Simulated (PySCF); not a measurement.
# C₆ coefficients of unlike pairs at CAM-B3LYP

Calculated with PySCF 2.14 from the dipole response of each species, C₆(A,B) = (3/π) ∫ α_A(iu) α_B(iu) du, in atomic units, from isotropic polarisabilities. For ions this is the dispersion term alone; charge-induced terms of lower order in 1/R come first.

```
species           configuration                                                                            basis      relativity  α (bohr³)  C₆ (like pair)
    Kr⁺  [Ar] 3d10 4s2 4p5 (2P)                                        aug-cc-pVQZ-PP with ECP10MDF (7s6p5d3f2g)  core potential      10.90           66.80
     Te  [Kr] 4d10 5s2 5p4 (3P)             def2-QZVPPD with the def2 core potential (28 electrons) (8s7p5d4f1g)  core potential      39.11           427.0
   Br³⁺  [Ar] 3d10 4s2 4p2 (3P)  x2c-QZVPPall with one added diffuse shell each of s, p, d, f type (12s9p6d5f1g)   spin-free X2C      5.953           22.56
```

(1) Estimate C₆ for Br³⁺ with Te.

No spin-orbit coupling is included.

The other pairs:

```json
{"pair": "Br³⁺, Kr⁺", "C₆": "38.67"}
{"pair": "Te, Kr⁺", "C₆": "161.8"}
```

## Answers

(1) The integral gives 92.24. The combination rule 2 C_A C_B / (C_A α_B/α_A + C_B α_A/α_B) gives 90.36 and the geometric mean 98.15.
